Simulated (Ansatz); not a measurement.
Program: Ansatz. Geometries: PBE0-D4/def2-TZVP. ΔE: electronic, gas phase. CCSD(T)/CBS adds triple-zeta CCSD(T) − MP2 to the extrapolated MP2 energy (def2 sets, frozen cores). Functionals use def2-TZVPP. B3LYP here is the variant with VWN-RPA as its local correlation; programs differ in this. One conformer a species, not always the lowest.

`[BH2][Al]([SiH3])[O][SiH3]` + `F[SiH](F)S` → `F[SiH](F)S[SiH3]` + `[BH2][AlH][O][SiH3]`  (cleavage of the Si–Al bond)

```json
{"level": "PBE-D4", "ΔE (kcal/mol)": "-9.8", "difference from CCSD(T)/CBS": "3.3"}
{"level": "r2SCAN-D4", "ΔE (kcal/mol)": "-12.3", "difference from CCSD(T)/CBS": "0.8"}
{"level": "PBE0-D4", "ΔE (kcal/mol)": "-11.0", "difference from CCSD(T)/CBS": "2.1"}
{"level": "B3LYP-D4", "ΔE (kcal/mol)": "-12.6", "difference from CCSD(T)/CBS": "0.5"}
{"level": "ωB97X-V", "ΔE (kcal/mol)": "-12.9", "difference from CCSD(T)/CBS": "0.2"}
{"level": "ωB97M-V", "ΔE (kcal/mol)": "-14.2", "difference from CCSD(T)/CBS": "-1.1"}
{"level": "B2PLYP", "ΔE (kcal/mol)": "-12.8", "difference from CCSD(T)/CBS": "0.3"}
{"level": "PBE", "ΔE (kcal/mol)": "-9.1", "difference from CCSD(T)/CBS": "4.0"}
{"level": "r2SCAN", "ΔE (kcal/mol)": "-12.3", "difference from CCSD(T)/CBS": "0.8"}
{"level": "PBE0", "ΔE (kcal/mol)": "-10.5", "difference from CCSD(T)/CBS": "2.6"}
{"level": "B3LYP", "ΔE (kcal/mol)": "-11.4", "difference from CCSD(T)/CBS": "1.7"}
{"level": "HF/def2-TZVPP", "ΔE (kcal/mol)": "-14.6", "difference from CCSD(T)/CBS": "-1.5"}
{"level": "MP2/def2-TZVPP", "ΔE (kcal/mol)": "-14.9", "difference from CCSD(T)/CBS": "-1.8"}
{"level": "SCS-MP2/def2-TZVPP", "ΔE (kcal/mol)": "-14.5", "difference from CCSD(T)/CBS": "-1.4"}
{"level": "CCSD/def2-TZVPP", "ΔE (kcal/mol)": "-12.0", "difference from CCSD(T)/CBS": "1.1"}
{"level": "CCSD(T)/def2-TZVPP", "ΔE (kcal/mol)": "-11.9", "difference from CCSD(T)/CBS": "1.2"}
{"level": "HF/def2-QZVPP", "ΔE (kcal/mol)": "-14.8", "difference from CCSD(T)/CBS": "-1.7"}
{"level": "MP2/def2-QZVPP", "ΔE (kcal/mol)": "-15.6", "difference from CCSD(T)/CBS": "-2.5"}
{"level": "SCS-MP2/def2-QZVPP", "ΔE (kcal/mol)": "-15.2", "difference from CCSD(T)/CBS": "-2.1"}
{"level": "HF/CBS(def2)", "ΔE (kcal/mol)": "-14.8", "difference from CCSD(T)/CBS": "-1.7"}
{"level": "MP2/CBS(def2)", "ΔE (kcal/mol)": "-16.0", "difference from CCSD(T)/CBS": "-2.9"}
{"level": "CCSD/CBS(def2)", "ΔE (kcal/mol)": "-13.1", "difference from CCSD(T)/CBS": "0.0"}
{"level": "CCSD(T)/CBS", "ΔE (kcal/mol)": "-13.1", "difference from CCSD(T)/CBS": "0"}
```

Largest T1 diagnostic among the species: 0.013.

From PBE to PBE0 (25 % exact exchange), in def2-TZVPP and without D4, ΔE moves by −1.4 kcal/mol. The D4 term adds −1.2 kcal/mol with B3LYP and −0.5 kcal/mol with PBE0; it sums over pairs of atoms, weighted by their polarisabilities, and B3LYP, whose exchange is more repulsive, gets the larger term.
